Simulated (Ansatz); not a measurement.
CHO2 (SMILES O=C=[OH+]) moved off its minimum; all values from Ansatz (an electronic-structure program), cores frozen in correlated methods.
(charge 1, multiplicity 1)
```xyz
4

O      1.25251    -0.13993    -0.09310
C      0.17076    -0.05775    -0.14333
O     -1.16491     0.20425     0.24159
H     -1.74434     0.55276    -0.38356
```

Forces at MP2/aug-cc-pVTZ (eV/Å):

| atom | Fx | Fy | Fz |
|---|---|---|---|
| O1 | 6.230 | -0.969 | -0.235 |
| C2 | -13.071 | 2.809 | 2.099 |
| O3 | 8.561 | -3.098 | 1.220 |
| H4 | -1.720 | 1.258 | -3.084 |

### Question
Give the forces (eV/Å), the total energy and the dipole at CCSD(T)/aug-cc-pVTZ.

### Answer

```
atom       Fx      Fy      Fz
----  -------  ------  ------
O1      5.450  -0.901  -0.262
C2    -11.677   2.618   1.929
O3      7.894  -2.953   1.385
H4     -1.667   1.236  -3.052
```
Energy -188.5150 hartree.
